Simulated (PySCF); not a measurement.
What settings do to a single point of [La3]−

The sound run of [La3]− (singlet) uses PySCF 2.14.0, RKS BP86, La def2-SVP with ECP46; non-relativistic Hamiltonian with scalar-relativistic core potentials where named; density fitting; no spin-orbit coupling, grid (50, 194), threshold 1e-8 Eh and 55 cycles, at the relaxed geometry:

```xyz
3

La    0.0000    0.0000    2.9900
La    0.0000    0.0000    0.0000
La    0.0000    0.0000   -2.9900
```

There La1 has a Mulliken charge of -0.45 e and the dipole about the centre of mass is 0.00 D. Each run below changes one thing and starts from free metal ions and neutral atoms unless it says otherwise; with 55 cycles, smearing, a level shift and second-order steps follow where DIIS fails, and their cycles count. Energy shifts count from the sound run. On f atoms grids over 110 angular points are at least (60, 302).

```
                                               change        outcome  cycles  energy shift (eV)  largest force component (eV/Å)  charge on La1 (e)  dipole about the centre of mass (D)
                               all coordinates × 0.94      converged       9               0.23                            1.42              -0.37                                 0.00
                                       grid (40, 110)      converged       9            -0.0110                            0.03              -0.44                                 0.00
                  spin (2S) set to 1, limit 94 cycles        refused       –                  –                               –                  –                                    –
start from the bare core Hamiltonian, limit 72 cycles  not converged      15                  –                               –                  –                                    –
```

(1) How does the run with this change end: threshold 0.0001?

Forces carry noise of the integration grid, about 0.01 to 0.03 eV/Å.

The gap of the closed shell is small, and it wasn't tested for a lower spin-broken solution at this geometry.

Results:

(1) outcome converged, cycles 7, energy shift (eV) 0.0002, largest force component (eV/Å) 0.00, charge on La1 (e) -0.45, dipole about the centre of mass (D) 0.00.
